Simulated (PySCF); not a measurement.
PySCF 2.14 output of an unrestricted r2SCAN calculation on a single atom or ion in def2-TZVPPD with the def2 core potential (28 electrons) (6s4p3d2f1g, 56 functions), with a scalar-relativistic core potential:

```
SCF conv_tol = 1e-09
number electrons alpha = 10  beta = 9
    J. W. Furness, A. D. Kaplan, J. Ning, J. P. Perdew, and J. Sun.,  J. Phys. Chem. Lett. 11, 8208-8215 (2020)
    J. W. Furness, A. D. Kaplan, J. Ning, J. P. Perdew, and J. Sun.,  J. Phys. Chem. Lett. 11, 9248-9248 (2020)
    J. W. Furness, A. D. Kaplan, J. Ning, J. P. Perdew, and J. Sun.,  J. Phys. Chem. Lett. 11, 8208-8215 (2020)
    J. W. Furness, A. D. Kaplan, J. Ning, J. P. Perdew, and J. Sun.,  J. Phys. Chem. Lett. 11, 9248-9248 (2020)
cycle= 1 E= -127.90497659945  delta_E= -0.00735  |g|= 0.133  |ddm|= 0.604
cycle= 2 E= -127.883842743069  delta_E= 0.0211  |g|= 0.29  |ddm|= 0.404
cycle= 3 E= -127.91104519742  delta_E= -0.0272  |g|= 0.00335  |ddm|=  0.2
cycle= 4 E= -127.911057982934  delta_E= -1.28e-05  |g|= 0.00305  |ddm|= 0.0129
cycle= 5 E= -127.911062740663  delta_E= -4.76e-06  |g|= 0.000382  |ddm|= 0.0131
cycle= 6 E= -127.91106279577  delta_E= -5.51e-08  |g|= 2.2e-05  |ddm|= 0.000422
cycle= 7 E= -127.911062796025  delta_E= -2.56e-10  |g|= 2.4e-06  |ddm|= 8.48e-05
converged SCF energy = -127.911062796025  <S^2> = 0.75284886  2S+1 = 2.0028468
```

The run itself started from symmetry-adapted Hartree-Fock orbitals and held the occupation by maximum overlap, on a logarithmic radial grid, so the iterations belong to that start.

Which element, charge and spin multiplicity is this?

Pd⁻ (palladium, charge -1), multiplicity 2; the state was [Kr] 4d10 5s1, 2S determinant.

Energies and moments cover only the electrons outside the core potential. At r2SCAN the highest occupied level has a positive energy, so only the finite basis holds that electron; in a semilocal or global hybrid functional this comes from self-interaction and does not mean that the real anion is unbound.
